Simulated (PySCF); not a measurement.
Radial density of O (oxygen, neutral)

UHF, [He] 2s2 2p4, high-spin 3P determinant. Calculation: PySCF 2.14, in 6-31G* (3s2p1d, 14 functions); the non-relativistic Hamiltonian (point nucleus).

```tsv
r (bohr)	4πr²ρ (e/bohr)	4πr²(ρα − ρβ)
0.00364	0.04787	0.0001
0.00612	0.1322	0.0002
0.0103	0.3523	0.0004
0.0173	0.8863	0.0011
0.0291	2.084	0.0026
0.0490	4.297	0.0064
0.0823	7.204	0.0171
0.139	8.506	0.0632
0.233	5.943	0.2645
0.392	3.132	0.7953
0.659	4.315	1.5403
1.11	4.239	1.3503
1.86	1.425	0.4215
3.14	0.1507	0.0479
5.28	6.422e-05	0.0000
```
